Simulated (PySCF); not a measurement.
Run record: geometry optimisation, `Cc1ccc(N)cc1` (p-toluidine).

Method: PBE0-D3(BJ)/def2-TZVP geometry optimisation, gas phase (PySCF 2.14.0). Start geometry: GFN2-xTB. The command runs a driver script over a list of jobs; the input below is this job's line of settings and its coordinates in Å.

Command:
```bash
OMP_NUM_THREADS=2 python probes_run.py task.json out
```

Input:
```
{"job": {"xc": "PBE0", "basis": "def2-TZVP", "d3": "d3bj", "grid": 2, "shake": 0.01, "kind": "geom"}, "charge": 0, "multiplicity": 1}
C     -2.650640    -0.415180     0.061130
C     -1.189200    -0.202370     0.029840
C     -0.480120    -0.382450    -1.148460
C      0.939370    -0.182080    -1.179280
C      1.593270     0.194570    -0.037910
N      2.970900     0.327880    -0.039340
C      0.882950     0.384050     1.150420
C     -0.477240     0.193790     1.168380
H     -3.007870    -0.680010     1.068080
H     -3.180310     0.537930    -0.196340
H     -2.983440    -1.153680    -0.649900
H     -0.969140    -0.679330    -2.034860
H      1.424130    -0.323850    -2.106420
H      3.379700     0.479130    -0.932120
H      3.368170     0.868040     0.703600
H      1.393400     0.698490     2.057010
H     -1.030430     0.346900     2.096370
```

Problem. Estimate the output.

Solution. 
```
step   0  E = -326.65692419  max force = 0.060781
step   1  E = -326.66208883  max force = 0.005024
step   2  E = -326.66226213  max force = 0.003049
step   3  E = -326.66236905  max force = 0.001996
step   4  E = -326.66239237  max force = 0.001475
step   5  E = -326.66241221  max force = 0.001303
step   6  E = -326.66242613  max force = 0.000355
optimisation converged
```

Energies in Eh; «max force» is the largest Cartesian gradient component in Eh/bohr.

Problem. How much energy does the optimisation release, in kcal/mol?

Solution. E(step 0) − E(last step) = 0.005502 Eh, which is 3.5 kcal/mol.

Problem. Give the first gradient maximum in eV/Å.

Solution. With 1 Eh/bohr = 51.422 eV/Å, 3.125 eV/Å.

Main results: final energy -326.66243 Eh after 6 steps; dipole 1.44 D.

The run took 3.4 min wall, 8.0 min CPU on 2 threads, Intel Xeon Platinum 8259CL at 2.50 GHz (x86_64), shared host, and the process peaked at 2.0 GiB of memory.
Labels such as C1 count atoms from 1, the log's own numbers from 0.
